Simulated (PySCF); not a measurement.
**How methods differ on the ionisation energy of Sb**

Sb [Kr] 4d10 5s2 5p3 (4S) → Sb⁺ [Kr] 4d10 5s2 5p2 (3P), as a difference of total energies. All numbers are calculated (PySCF 2.14, a scalar-relativistic core potential, in aug-cc-pVDZ-PP with ECP28MDF (5s4p3d, 32 functions)). Correlated levels: valence: 4s2 4p6 4d10 frozen. The calculations carry no spin-orbit coupling.

```
           method  ionisation energy (eV)  error (eV)
              UHF                   8.598      -0.526
              LDA                   9.132      +0.008
              PBE                   8.974      -0.150
    MP2 (valence)                   8.913      -0.211
SCS-MP2 (valence)                   8.804      -0.320
   CCSD (valence)                   8.882      -0.242
CCSD(T) (valence)                   8.891      -0.233
```

Reference: 9.124 eV (measured; NIST levels, between the centres of gravity of the two terms).

Errors of the correlated levels include the incompleteness of this basis and the frozen core.
